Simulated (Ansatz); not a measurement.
One change: `C[O][Sb]([SiH3])[O]C` becomes `C[O][SbH][SiH3]`.

Ansatz, PBE0-D4/def2-TZVP geometries, multiplicity 1. Each molecule was computed in one conformer, which needn't be the lowest.

Elements past krypton have def2 core potentials.

| property | `C[O][Sb]([SiH3])[O]C` |
| --- | --- |
| HOMO energy (B3LYP/def2-TZVPP) / eV | -6.59 |
| HOMO–LUMO gap (B3LYP/def2-TZVPP) / eV | 5.39 |
| HOMO energy (PBE/def2-TZVPP) / eV | -5.68 |
| size of the dipole moment (ωB97M-V/def2-TZVPP) / D | 1.89 |
| size of the dipole moment (PBE/def2-TZVPP) / D | 1.83 |
| zero-point energy (PBE0-D4/def2-TZVP) / kJ/mol | 282.0 |

Task: What does the change do to each property? (Estimate.)

Result: Ansatz gave: 
| property | `C[O][SbH][SiH3]` | shift |
| --- | --- | --- |
| HOMO energy (B3LYP/def2-TZVPP) / eV | -6.65 | -0.06 |
| HOMO–LUMO gap (B3LYP/def2-TZVPP) / eV | 5.17 | -0.22 |
| HOMO energy (PBE/def2-TZVPP) / eV | -5.68 | 0.00 |
| size of the dipole moment (ωB97M-V/def2-TZVPP) / D | 1.12 | -0.77 |
| size of the dipole moment (PBE/def2-TZVPP) / D | 1.03 | -0.80 |
| zero-point energy (PBE0-D4/def2-TZVP) / kJ/mol | 190.9 | -91.1 |

With PBE0 the HOMO falls by 0.07 eV and the LUMO falls by 0.28 eV, so the gap narrows by about 0.21 eV. PBE moves the HOMO by 0.00 eV and ωB97M-V by -0.08 eV. The zero-point energy changes by -91.1 kJ/mol with -12 modes. Dipoles are sizes alone; their direction can turn.

B3LYP here is the variant with VWN-RPA as its local correlation; programs differ in this.

Spin–orbit coupling is left out; it splits and shifts lone-pair levels of the heavy atoms by tenths of an eV.
